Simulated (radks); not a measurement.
The table gives one normalised radial function P(r) = r R(r) of Ti in [Ar] 3d2 4s2 (r in bohr). Method: scalar-relativistic Kohn-Sham, PBE, spin-polarised, spherical densities, finite nucleus; open shells are filled with parallel spins first; Fermi nuclear charge, rms radius 3.5921 fm; hard spherical wall at 3.5 bohr; computed with a radial shooting solver on a logarithmic mesh with Libxc functionals.

r,P
0.004575,0.0932
0.005769,0.1140
0.007334,0.1393
0.009249,0.1675
0.01166,0.1990
0.01471,0.2326
0.01855,0.2662
0.02339,0.2960
0.0295,0.3166
0.03721,0.3200
0.04692,0.2968
0.05965,0.2335
0.07523,0.1259
0.09487,-0.0282
0.1196,-0.2163
0.1509,-0.4062
0.1903,-0.5445
0.24,-0.5659
0.3026,-0.4166
0.3817,-0.0879
0.4852,0.3731
0.6119,0.8023
0.7716,1.0659
0.9731,1.0761
1.227,0.8654
1.548,0.5603
1.952,0.2906
2.461,0.1165
3.104,0.0279

Which n and l does it have? It may be an empty orbital.

Answer. n = 3, l = 0: the number of nodes gives n - l - 1 = 2, the rise at small r (about r^(l+1)) gives l, and the extent must fit the shell. The curve is that of 3s up; the table hardly tells the two spins apart. 3s up: eigenvalue -52.770 eV, 2 radial nodes at r = 0.0913, 0.401 bohr, <r> = 1.02 bohr, 90 % of the charge inside 1.53 bohr.
